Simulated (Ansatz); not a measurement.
Frontier orbitals of CH₆AlFGe, SMILES `[CH3][Al]([F])[GeH3]`.

```csv
atom,x (Å),y (Å),z (Å)
C1,1.3567,-0.8672,-1.1664
Al2,-0.4105,-0.4120,-0.5072
F3,-1.7106,-1.0749,-1.2907
Ge4,-0.9880,1.0596,1.3934
H5,1.4566,-0.5956,-2.2222
H6,1.5241,-1.9473,-1.1022
H7,2.1529,-0.3677,-0.6098
H8,-1.8507,2.2560,0.9476
H9,-1.7926,0.3101,2.4728
H10,0.2620,1.6391,2.0848
```

Charge 0, multiplicity 1. Correlated methods include outer-core shells of Ge, which these sets cover unevenly. Scalar relativity is left out up to krypton. The geometry is a stationary point of PBE0-D4/def2-TZVP. Basis def2-TZVPP, Ansatz 0.2.0.

```
             functional  HOMO (eV)  LUMO (eV)
HSE06 (plane-wave form)      -7.18      -1.72
```

Question: Give HOMO and LUMO (eV) with LDA (SPW92), PBE, revPBE, BLYP, r2SCAN, B97M-V, PBE0, B3LYP, r2SCANh, r2SCAN0, BHLYP, CAM-B3LYP, LC-ωPBE, ωB97X-V, ωB97M-V, HF. (Estimate.)

Answer: The calculation gave: 
```
 functional    HOMO   LUMO
LDA (SPW92)   -6.57  -2.28
        PBE   -6.45  -2.09
     revPBE   -6.40  -1.99
       BLYP   -6.32  -1.97
     r2SCAN   -6.72  -1.86
     B97M-V   -6.77  -2.00
       PBE0   -7.57  -1.35
      B3LYP   -7.38  -1.55
    r2SCANh   -7.13  -1.60
    r2SCAN0   -7.74  -1.23
      BHLYP   -8.58  -0.59
  CAM-B3LYP   -8.84  -0.39
    LC-ωPBE  -10.13   0.70
    ωB97X-V   -9.80   0.56
    ωB97M-V   -9.59   0.30
         HF  -10.14   1.36
```

B3LYP here is the variant with VWN-RPA as its local correlation; programs differ in this. LC-ωPBE has ω = 0.4 bohr⁻¹. Positive LUMOs are unbound and depend on the basis.
